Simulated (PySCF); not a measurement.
C₄H₉, charge -1, singlet, geometry from GFN2-xTB (in this run its highest filled SCF level lies above zero, so its values depend strongly on the basis, on diffuse functions most of all); PySCF with B3LYP/def2-SVP.

Input for PySCF:
```python
from pyscf import gto, scf, dft

mol = gto.M(
    atom='''
C     0.00366132   -0.00257993    0.50987381
C     0.00604899    1.42125247   -0.05700883
H    -0.00171725    1.48743097   -1.17683124
H    -0.87186003    1.98005613    0.29102195
H     0.89392380    1.97203055    0.27830152
C     1.22682796   -0.71573222   -0.07658806
H     1.27104904   -0.74055799   -1.19724426
H     2.15487708   -0.23527963    0.25807796
H     1.26497933   -1.76050060    0.25675066
C    -1.23425894   -0.70454644   -0.05885878
H    -1.29484415   -0.72889586   -1.17875997
H    -1.27709886   -1.74894672    0.27506338
H    -2.15298495   -0.21570016    0.28911112
''',
    basis='def2-svp',
    charge=-1,
    verbose=4,
)

mf = dft.RKS(mol)
mf.xc = 'b3lyp'
mf.kernel()
```

Output, abridged:

```
PySCF version 2.14.0

[INPUT] verbose = 4
[INPUT] num. atoms = 13
[INPUT] num. electrons = 34
[INPUT] charge = -1
[INPUT] spin (= nelec alpha-beta = 2S) = 0
[INPUT] symmetry False subgroup None
[INPUT] Mole.unit = angstrom
[INPUT] Symbol           X                Y                Z      unit          X                Y                Z       unit  Magmom
[INPUT]  1 C      0.003661320000  -0.002579930000   0.509873810000 AA    0.006918892054  -0.004875361121   0.963521858989 Bohr   0.0
[INPUT]  2 C      0.006048990000   1.421252470000  -0.057008830000 AA    0.011430934430   2.685777922162  -0.107731075382 Bohr   0.0
[INPUT]  3 H     -0.001717250000   1.487430970000  -1.176831240000 AA   -0.003245132187   2.810837162496  -2.223888738432 Bohr   0.0
[INPUT]  4 H     -0.871860030000   1.980056130000   0.291021950000 AA   -1.647576675655   3.741763796966   0.549951781737 Bohr   0.0
[INPUT]  5 H      0.893923800000   1.972030550000   0.278301520000 AA    1.689271158230   3.726597648775   0.525913652850 Bohr   0.0
[INPUT]  6 C      1.226827960000  -0.715732220000  -0.076588060000 AA    2.318368846359  -1.352537874327  -0.144730457812 Bohr   0.0
[INPUT]  7 H      1.271049040000  -0.740557990000  -1.197244260000 AA    2.401934576491  -1.399451780458  -2.262463755608 Bohr   0.0
[INPUT]  8 H      2.154877080000  -0.235279630000   0.258077960000 AA    4.072127513302  -0.444614063389   0.487696663186 Bohr   0.0
[INPUT]  9 H      1.264979330000  -1.760500600000   0.256750660000 AA    2.390464486936  -3.326863976132   0.485188429701 Bohr   0.0
[INPUT] 10 C     -1.234258940000  -0.704546440000  -0.058858780000 AA   -2.332411363396  -1.331399813637  -0.111226974226 Bohr   0.0
[INPUT] 11 H     -1.294844150000  -0.728895860000  -1.178759970000 AA   -2.446900817495  -1.377413548729  -2.227533509901 Bohr   0.0
[INPUT] 12 H     -1.277098860000  -1.748946720000   0.275063380000 AA   -2.413367079394  -3.305030307256   0.519794455097 Bohr   0.0
[INPUT] 13 H     -2.152984950000  -0.215700160000   0.289111120000 AA   -4.068551905810  -0.407614227425   0.546340836366 Bohr   0.0

nuclear repulsion = 125.790992574556
number of shells = 51
number of NR pGTOs = 159
number of NR cGTOs = 101
basis = def2-svp
ecp = {}

******** <class 'pyscf.dft.rks.RKS'> ********
method = RKS
initial guess = minao
damping factor = 0
level_shift factor = 0
DIIS = <class 'pyscf.scf.diis.CDIIS'>
diis_start_cycle = 1
diis_space = 8
diis_damp = 0
SCF conv_tol = 1e-09
SCF conv_tol_grad = None
SCF max_cycles = 50
direct_scf = True
direct_scf_tol = 1e-13
XC library pyscf.dft.libxc version 7.1.2
    S. Lehtola, C. Steigemann, M. J. T. Oliveira, and M. A. L. Marques,  SoftwareX 7, 1–5 (2018)
XC functionals = b3lyp
    P. J. Stephens, F. J. Devlin, C. F. Chabalowski, and M. J. Frisch,  J. Phys. Chem. 98, 11623 (1994)
radial grids:
    Treutler-Ahlrichs [JCP 102, 346 (1995); DOI:10.1063/1.469408] (M4) radial grids

becke partition: Becke, JCP 88, 2547 (1988); DOI:10.1063/1.454033
pruning grids: <function nwchem_prune>
grids dens level: 3
symmetrized grids: False
atomic radii adjust function: <function treutler_atomic_radii_adjust>
small_rho_cutoff = 0
Set gradient conv threshold to 3.16228e-05
Initial guess from minao.
tot grids = 144744
init E= -157.616146739641
  HOMO = -0.206968304053043  LUMO = 0.0139422054987888  gap/eV = 6.01128
cycle= 1 E= -157.500869316288  delta_E= 0.115  |g|= 0.682  |ddm|= 3.42
  HOMO = 0.231226742562177  LUMO = 0.27982103453957  gap/eV = 1.32232
cycle= 2 E= -157.041118856928  delta_E= 0.46  |g|= 1.35  |ddm|=   15
  HOMO = 0.0733057460269211  LUMO = 0.231685373370043  gap/eV = 4.30973
cycle= 3 E= -157.643105095613  delta_E= -0.602  |g|= 0.196  |ddm|= 13.9
  HOMO = 0.0885648957193803  LUMO = 0.228014774055274  gap/eV = 3.79462
cycle= 4 E= -157.65257498163  delta_E= -0.00947  |g|= 0.059  |ddm|= 0.447
  HOMO = 0.0846051581423595  LUMO = 0.230844473220707  gap/eV = 3.97937
cycle= 5 E= -157.653507667761  delta_E= -0.000933  |g|= 0.00577  |ddm|= 0.119
  HOMO = 0.0845293837685599  LUMO = 0.230905823222538  gap/eV = 3.98311
cycle= 6 E= -157.653519238655  delta_E= -1.16e-05  |g|= 0.00153  |ddm|= 0.0286
  HOMO = 0.0844704919548747  LUMO = 0.230879494605194  gap/eV = 3.98399
cycle= 7 E= -157.653520188535  delta_E= -9.5e-07  |g|= 0.000345  |ddm|= 0.0106
  HOMO = 0.0844768932710593  LUMO = 0.230872178393434  gap/eV = 3.98362
cycle= 8 E= -157.653520271701  delta_E= -8.32e-08  |g|= 7.86e-05  |ddm|= 0.00416
  HOMO = 0.0844947228558621  LUMO = 0.23087574663926  gap/eV = 3.98323
cycle= 9 E= -157.653520276001  delta_E= -4.3e-09  |g|= 7.65e-06  |ddm|= 0.000904
  HOMO = 0.0844960883500345  LUMO = 0.230876319719385  gap/eV = 3.98321
cycle= 10 E= -157.653520276059  delta_E= -5.77e-11  |g|= 1.4e-06  |ddm|= 0.000119
  HOMO = 0.0844965194760854  LUMO = 0.230876375418732  gap/eV = 3.98320
Extra cycle  E= -157.653520276057  delta_E= 1.42e-12  |g|= 1.86e-06  |ddm|= 1.18e-05
converged SCF energy = -157.653520276057
```
